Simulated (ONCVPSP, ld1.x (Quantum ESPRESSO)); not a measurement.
## Hardness and transferability of assorted potentials

Generated with ld1.x 7.5 (TM, RRKJ, ultrasoft, PAW), atompaw 4.2 or ONCVPSP 4.0.1. The cutoff is in Ry: for ld1.x and atompaw files where the sum of valence levels is converged to 10 mRy in a Bessel basis, for ONCV files where the hardest occupied wave has 1 mHa per electron of residual kinetic energy. The error is the largest all-electron minus pseudo excitation energy over each file’s own four to seven test configurations (ionisations up to +4, promotions, holes and added fractions of an electron), all of which were solved. The labels leave out finer settings (local radius, basis sizes, second energies), which also bear on the numbers. Spin-polarised tests are not counted. The rows are a selection from randomly drawn settings: files with unsolved tests, undetermined cutoffs or missed reference levels are left out.

A true bound ghost makes a file unfit for plane-wave use even where its test errors are small: the radial tests pick states by their node count and pass the ghost by.

| element | potential | cutoff (Ry) | largest error (meV) | bound ghosts |
| --- | --- | --- | --- | --- |
| S | ONCV, BLYP, scalar-relativistic, rc 1.45/1.25/1.10 (spd), local smoothed, core correction yes, reference 3s2 3p4, qcut 4.4/7.6/9.3, projectors 2/1/2 | 46 | +128 | none |
| I | TM, PBE, scalar-relativistic, rc 1.80/2.00/1.25 (spd), local d, core correction yes, reference 4d10 5s2 5p5 | 120 | +23 | s, p |
| Ce | ONCV, PBE, scalar-relativistic, rc 2.75/1.80/2.25/1.75 (spdf), local f, core correction no, reference 4f1 5s2 5p6 5d1 6s1, qcut 4.4/5.2/3.6/8.1, projectors 2/2/2/0 | 63 | +3.6 | s, p |
| Ce | ONCV, PBEsol, scalar-relativistic, rc 2.30/2.45/3.00/1.90 (spdf), local smoothed, core correction no, reference 4f1 5s2 5p6 5d1 6s1.75 6p0.25, qcut 4.6/5/4.4/7.4, projectors 2/2/2/3 | 54 | -5.1 | none |
| Yb | TM, PBE, scalar-relativistic, rc 2.25/4.05/2.65/4.15 (spdf), local p, core correction no, reference 5d1 6s2 6p0 | 18 | +245 | none |
| Re | ONCV, PBE, fully relativistic, rc 2.70/2.85/2.15 (spd), local smoothed, core correction no, reference 5d5 6s2, qcut 2.8/2.5/6.1, projectors 2/2/1 | 28 | +110 | none |

**Question.** Fill in the row for Se: ONCV, PBEsol, scalar-relativistic, rc 1.55/1.80 (sp), local smoothed, core correction yes, reference 4s2 4p4, qcut 3.2/4.9, projectors 2/2.

**Answer.** cutoff 92 Ry, largest error -38 meV, bound ghosts: none.

**Question.** Fill in the row for O: ONCV, PBEsol, scalar-relativistic, rc 0.90/1.05 (sp), local s, core correction yes, reference 2s2 2p4, qcut 9.4/8.3, projectors 0/2.

**Answer.** cutoff 123 Ry, largest error +324 meV, bound ghosts: none.
